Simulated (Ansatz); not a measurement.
Species: sum formula AlN2OH5 (charge 0, singlet). 
Geometry from a B3LYP-D3(BJ)/def2-TZVP (Ansatz, an electronic-structure program) optimisation:
```
Al
O 1 1.7018
H 2 0.9562 1 125.06
N 1 1.7662 2 116.55 3 180.00
H 4 1.0064 1 125.82 2 180.00
H 4 1.0071 5 110.48 1 -180.00
N 1 1.7717 2 122.20 3 0.00
H 7 1.0069 1 125.19 2 0.00
H 7 1.0073 8 109.97 1 180.00
```

Quantity: vertical triplet-singlet gap (E(triplet) - E(singlet); each state is the SCF solution reached for its spin), in kcal/mol. Cores are frozen in the correlated levels unless marked. Open shells are spin-unrestricted. Spin-orbit coupling is left out. Non-relativistic. CBS(X,Y): correlation extrapolated as X^-3; Hartree-Fock from the larger set. The bracket is a focal-point correction in the basis named.

Level to compare with: RI-MP2/CBS(aug-cc-pV(T+d)Z,aug-cc-pV(Q+d)Z)+[CCSD(T)-MP2]/aug-cc-pV(T+d)Z (Ansatz), 127.1 kcal/mol. It is a level with limits of its own, and the differences hold the functionals' basis error too.

Rank these functionals by how close they come to RI-MP2/CBS(aug-cc-pV(T+d)Z,aug-cc-pV(Q+d)Z)+[CCSD(T)-MP2]/aug-cc-pV(T+d)Z, closest first: BHLYP/def2-TZVPD (Ansatz); B3LYP/def2-TZVPD (Ansatz); PBE/def2-TZVPD (Ansatz).

BHLYP/def2-TZVPD (global hybrid, 120.9 kcal/mol, difference -6.2), B3LYP/def2-TZVPD (global hybrid, 113.6 kcal/mol, difference -13.5), PBE/def2-TZVPD (GGA, 105.0 kcal/mol, difference -22.1)
